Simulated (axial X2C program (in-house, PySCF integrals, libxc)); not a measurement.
Bond lengths and stretching modes, held linear, of ZrOH⁺

Calculated with an axial X2C code built on PySCF integrals: two-component X2C with atomic mean-field Coulomb and Gaunt terms, Gaussian nuclei, basis Zr dyall-v3z, O dyall-av3z, H dyall-v3z with contracted cores. Spin-free rows use the one-electron spin-free X2C Hamiltonian.

Masses Zr 89.905, O 15.995, H 1.008 u. States: 2c Ω = 1 (beyond evenly filled blocks: ω = -1/2, ω = 3/2); spin-free M_S = 1, Λ = 2 (beyond evenly filled blocks: σα, δ+α).

MP2, spin-free: energies above the lowest point

| r(Zr–O) (Å) | r(O–H) (Å) | E (meV) |
| --- | --- | --- |
| 1.7716 | 0.9399 | 70.24 |
| 1.7716 | 0.9640 | 48.65 |
| 1.7716 | 0.9881 | 56.93 |
| 1.8170 | 0.9399 | 20.27 |
| 1.8170 | 0.9640 | 0.00 |
| 1.8170 | 0.9881 | 9.63 |
| 1.8170 | 1.0122 | 44.53 |
| 1.8624 | 0.9399 | 48.13 |
| 1.8624 | 0.9640 | 28.93 |
| 1.8624 | 0.9881 | 39.65 |
| 1.9079 | 0.9640 | 121.04 |
| 1.9079 | 1.0122 | 169.58 |

Task: Fit a quadratic surface with cubic terms in each bond: where is the minimum, and what are the two stretching wavenumbers?

Result: At MP2, spin-free: bonds 1.821 and 0.968 Å; harmonic stretches 837.7 and 3793.2 cm⁻¹; force constants 5.92, 8.04 and coupling 0.16 mdyn/Å.

The other levels and Hamiltonians give:

```tsv
Hamiltonian	level	r(Zr–O) (Å)	r(O–H) (Å)	lower stretch (cm⁻¹)	upper stretch (cm⁻¹)
2c	PBE0	1.816	0.963	825.7	3844.6
2c	HF	1.836	0.942	819.6	4102.9
2c	B3LYP	1.830	0.966	811.9	3798.6
2c	MP2	1.821	0.968	837.4	3794.0
spin-free	PBE0	1.816	0.963	826.0	3844.0
spin-free	HF	1.836	0.942	820.2	4102.4
spin-free	B3LYP	1.830	0.966	812.2	3797.8
```

Each state is one determinant, the lowest of a limited PBE0 search; the stretches come from a fit to these few points and carry an uncertainty of a few per cent. Other orders of the atoms were not compared. MP2 freezes inner shells (threshold -2 hartree). The molecule was held linear; bending was not examined, so a bent shape may lie lower. Open-shell Ω = 0 determinants with evenly filled partner blocks cannot be reached by this program, so the Ω shown need not be the lowest component. Note: functional without a current term on a determinant with orbital currents, of the molecule or an atom. Note: several unpaired electrons, one determinant need not be a pure state.
